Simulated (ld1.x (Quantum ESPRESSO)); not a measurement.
Before and after: TM potential for N

| Property | Result |
| --- | --- |
| Element | nitrogen |
| Generator | ld1.x (Quantum ESPRESSO) 7.5 |
| Type | norm-conserving Troullier–Martins (Kleinman–Bylander form) |
| Functional | LDA (PZ) |
| Relativity | scalar-relativistic |
| Frozen core | [He] |
| Valence charge | 5 |
| Reference configuration | 2s1.5 2p3.5 |
| Partial waves | 2s (bound): rc 0.70 bohr; 2p (bound): rc 1.80 bohr |
| Local potential | all-electron potential smoothed inside 1.70 bohr (lloc = -2) |
| Core correction | none |

All-electron outer shells of the reference configuration (LDA (PZ), scalar-relativistic, ld1.x):

```
shell  level (eV)  outermost node (bohr)  outermost maximum (bohr)
   1s     -381.89                      –                      0.15
   2s      -18.65                   0.32                      1.02
   2p       -7.45                      –                      0.97
```

Change: wave 2s (bound): rc 0.70 bohr becomes 2s (bound): rc 0.78 bohr.

Cutoffs: the cutoffs (Ry, on a coarse ladder) from which the occupation-weighted sum of valence levels, in a spherical-Bessel basis at the reference potential, stays within 10 and 1 mRy of its value at 400 Ry; they do not see the model core or the augmentation charge, which bear on the density cutoff. Errors are all-electron minus pseudo energies relative to the spin-unpolarised reference configuration.

Problem. Predict the effect on cutoff, ghosts and configuration errors.

Solution. The potential gets softer (120 Ry and 260 Ry → 50 Ry and 140 Ry); of the 9 tests that both files solve, the error grows in 0 and shrinks in 1 by more than 15 % and 0.3 meV (median size 31.3 → 27.1 meV); neither file shows a bound ghost. A larger radius leaves more room for a smooth pseudo-wave, so fewer plane waves are needed.

```tsv
quantity	base	changed
cutoff, loose	120 Ry	50 Ry
cutoff, tight	260 Ry	140 Ry
loose cutoff by channel (10 mRy a level)	s 110 Ry, p 35 Ry	s 45 Ry, p 35 Ry
bound ghosts	none	none
error for 2s2 2p3, meV [ΔE -5.60 eV]	+3.0	+2.8
error for 2s2 2p2, meV [ΔE 8.14 eV]	+59	+58
error for 2s2 2p1, meV [ΔE 37.11 eV]	+368	+362
error for 2s2 2p3.3, meV [ΔE -7.26 eV]	-1.7	-1.8
error for 2s2 2p2.5, meV [ΔE -0.43 eV]	+19	+18
error for 2s0 2p5, meV [ΔE 16.86 eV]	+31	+27
error for 2s1 2p4, meV [ΔE 5.61 eV]	+3.3	+2.8
error for 2s1.5 2p3.5 (spin-polarised), meV [ΔE -3.03 eV]	+236	+236
error for 2s2 2p3 (spin-polarised), meV [ΔE -8.49 eV]	+209	+207
s: phases at 1.96 bohr within 0.05 rad from the reference energy up to (Ry; the scan ends near 5)	2.4	2.4
p: phases at 1.96 bohr within 0.05 rad from the reference energy up to (Ry; the scan ends near 5)	2.1	2.1
```
